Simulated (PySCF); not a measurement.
silanone anion (H₂OSi), SMILES [SiH2]=O (connectivity only; charge and spin as stated), charge -1, multiplicity 2.

The structure is a stationary point at B3LYP-D3(BJ)/def2-TZVPD. The spin state was assumed, not searched.

Level of theory: PBE/def2-TZVPD (PySCF).

Isolated molecule, no solvent. A positive occupied level means that this level leaves the electron formally unbound; only the finite basis holds it.

The total energy is -365.74960 hartree. The point group comes out as Cs and the α spin, highest occupied and lowest empty level comes out as 1.52 and 3.91 eV. The β spin, highest occupied and lowest empty level is -0.14 and 2.83 eV. The dipole moment about the centre of nuclear charge comes out as 0.98 D, the mean static polarisability is 64.6 bohr³ (9.58 Å³) and the polarisability, principal values comes out as 59.1, 65.1, 69.7 bohr³. The ⟨S²⟩ is 0.753 (pure state 0.75).
